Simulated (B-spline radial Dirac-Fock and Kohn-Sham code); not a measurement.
# Width and fluorescence yield of the L2 (2p1/2) hole, Zn to Ru

Calculated with a radial B-spline solver, using independent-particle rates on relativistic LDA orbitals of the hole state (multipoles up to L = 3, Coulomb Auger matrix elements, transition energies from Dirac-Fock). Free neutral atoms. Recommended widths: Campbell and Papp (2001); yields: xraylib tables.

```tsv
Z	element	Γ (eV)	recommended Γ	ω	Coster-Kronig yield	tabulated ω
30	Zn	0.694	1.06	0.0111	0.018	0.00950
31	Ga	0.778	0.770	0.0126	0.030	0.0120
32	Ge	0.866	0.860	0.0140	0.043	0.0130
34	Se	1.05	1.05	0.0171	0.069	0.0160
35	Br	1.15	1.14	0.0188	0.082	0.0180
36	Kr	1.25	1.25	0.0206	0.094	0.0200
37	Rb	1.35	1.34	0.0226	0.102	0.0220
38	Sr	?	?	?	?	?
40	Zr	1.62	1.63	0.0302	0.116	0.0280
41	Nb	1.73	1.73	0.0330	0.125	0.0310
42	Mo	1.82	1.83	0.0361	0.131	0.0340
43	Tc	1.92	1.93	0.0394	0.135	0.0370
44	Ru	2.03	2.03	0.0428	0.142	0.0400
```

Question: What does the model give for Sr?

Answer: Γ = 1.43 eV, ω = 0.0250, Coster-Kronig yield 0.105; the recommended width is 1.43 eV; the tabulated yield is 0.0240.
